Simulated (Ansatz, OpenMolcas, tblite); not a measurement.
## A ladder of methods for CH5AsSi (SMILES C1[SiH2][AsH]1)

The species is CH5AsSi (8 atoms), meant as a singlet with charge 0. SMILES: `C1[SiH2][AsH]1`. Geometry: relaxed at PBE0-D4/def2-TZVP.

Each level gives the dipole moment (D). The values are calculated.

```json
{"level": "IPEA1-xTB", "kind": "semi-empirical", "program": "tblite", "value (D)": "1.27", "CPU time": "under 2 s"}
{"level": "HF/def2-SVP", "kind": "Hartree–Fock", "program": "Ansatz", "value (D)": "1.30", "CPU time": "7.2 s"}
{"level": "SVWN5/def2-SVP", "kind": "LDA", "program": "OpenMolcas", "value (D)": "0.92", "CPU time": "33 s"}
{"level": "PBE/def2-SVP", "kind": "GGA", "program": "OpenMolcas", "value (D)": "0.87", "CPU time": "47 s"}
{"level": "M06-L/def2-SVP", "kind": "meta-GGA", "program": "OpenMolcas", "value (D)": "0.82", "CPU time": "59 s"}
{"level": "BHLYP/def2-SVP", "kind": "global hybrid", "program": "OpenMolcas", "value (D)": "1.03", "CPU time": "40 s"}
```

All-electron rows without a relativistic Hamiltonian named are non-relativistic. The values span 0.82 to 1.30 D. Magnitudes only. Times are those of the runs behind each value, whatever else they computed, on shared processors of several kinds: orders of magnitude only.
